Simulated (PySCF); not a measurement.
**Frontier levels across methods**

CH2ClF3Si.
Cartesian coordinates in Å at the PBE0-D3(BJ)/def2-SVP level; atoms count from 1:
```xyz
8
CH2ClF3Si angstrom
F      1.8286    0.2074   -0.5392
C      0.8949   -0.0012    0.3947
F      1.0069    0.9717    1.3053
F      1.1874   -1.1610    1.0071
Si    -0.8826   -0.1053   -0.3510
Cl    -1.2869    1.6695   -1.3023
H     -0.8965   -1.2234   -1.3267
H     -1.8310   -0.3145    0.7713
```

Basis pcSseg-2 throughout (PySCF), one geometry. Isolated species at its PBE0-D3(BJ)/def2-SVP geometry, gas phase.

How do the orbital energies, the gap and the dipole change with the method?

```json
{"method": "BLYP", "kind": "GGA", "HOMO (eV)": "-7.84", "LUMO (eV)": "-1.30", "gap (eV)": "6.54", "μ (D)": "1.75", "SCF cycles": "14"}
{"method": "OPBE", "kind": "GGA", "HOMO (eV)": "-7.88", "LUMO (eV)": "-1.23", "gap (eV)": "6.65", "μ (D)": "1.62", "SCF cycles": "15"}
{"method": "PBE", "kind": "GGA", "HOMO (eV)": "-7.93", "LUMO (eV)": "-1.43", "gap (eV)": "6.50", "μ (D)": "1.70", "SCF cycles": "14"}
{"method": "B97-D", "kind": "GGA", "HOMO (eV)": "-7.96", "LUMO (eV)": "-1.27", "gap (eV)": "6.69", "μ (D)": "1.73", "SCF cycles": "14"}
{"method": "BP86", "kind": "GGA", "HOMO (eV)": "-8.03", "LUMO (eV)": "-1.48", "gap (eV)": "6.56", "μ (D)": "1.71", "SCF cycles": "14"}
{"method": "KT2", "kind": "GGA", "HOMO (eV)": "-8.06", "LUMO (eV)": "-1.57", "gap (eV)": "6.49", "μ (D)": "1.77", "SCF cycles": "15"}
{"method": "LDA", "kind": "LDA", "HOMO (eV)": "-8.08", "LUMO (eV)": "-1.73", "gap (eV)": "6.35", "μ (D)": "1.79", "SCF cycles": "13"}
{"method": "KT3", "kind": "GGA", "HOMO (eV)": "-8.09", "LUMO (eV)": "-1.45", "gap (eV)": "6.64", "μ (D)": "1.74", "SCF cycles": "15"}
{"method": "B97-2", "kind": "global hybrid", "HOMO (eV)": "-9.15", "LUMO (eV)": "-0.53", "gap (eV)": "8.62", "μ (D)": "1.88", "SCF cycles": "13"}
{"method": "B3LYP", "kind": "global hybrid", "HOMO (eV)": "-9.19", "LUMO (eV)": "-0.77", "gap (eV)": "8.42", "μ (D)": "1.92", "SCF cycles": "12"}
{"method": "PBE0", "kind": "global hybrid", "HOMO (eV)": "-9.41", "LUMO (eV)": "-0.55", "gap (eV)": "8.86", "μ (D)": "1.89", "SCF cycles": "12"}
{"method": "mPW1PW91", "kind": "global hybrid", "HOMO (eV)": "-9.44", "LUMO (eV)": "-0.54", "gap (eV)": "8.90", "μ (D)": "1.90", "SCF cycles": "12"}
{"method": "BHandHLYP", "kind": "global hybrid", "HOMO (eV)": "-10.82", "LUMO (eV)": "0.34", "gap (eV)": "11.16", "μ (D)": "2.11", "SCF cycles": "11"}
{"method": "CAM-B3LYP", "kind": "range-separated hybrid", "HOMO (eV)": "-10.85", "LUMO (eV)": "0.45", "gap (eV)": "11.30", "μ (D)": "2.02", "SCF cycles": "11"}
{"method": "wB97X-D", "kind": "range-separated hybrid", "HOMO (eV)": "-11.29", "LUMO (eV)": "1.26", "gap (eV)": "12.55", "μ (D)": "1.93", "SCF cycles": "12"}
{"method": "LC-wPBE", "kind": "range-separated hybrid", "HOMO (eV)": "-12.17", "LUMO (eV)": "1.66", "gap (eV)": "13.83", "μ (D)": "1.99", "SCF cycles": "12"}
{"method": "HF", "kind": "Hartree–Fock", "HOMO (eV)": "-12.96", "LUMO (eV)": "2.54", "gap (eV)": "15.50", "μ (D)": "2.26", "SCF cycles": "10"}
```

The HOMO spans 5.12 eV, from BLYP down to HF, and the gap runs from 6.35 eV (LDA) to 15.50 eV (HF). Over the methods BLYP (0 %), OPBE (0 %), PBE (0 %), B97-D (0 %), BP86 (0 %), KT2 (0 %), LDA (0 %), KT3 (0 %), B97-2 (21 %), B3LYP (20 %), PBE0 (25 %), mPW1PW91 (25 %), BHandHLYP (50 %), HF (100 %), a straight line through the gap against the share of exact exchange rises by 0.90 eV for each 10 % (correlation coefficient 0.999). The dipole ranges from 1.62 D (OPBE) to 2.26 D (HF). This basis has no diffuse functions.
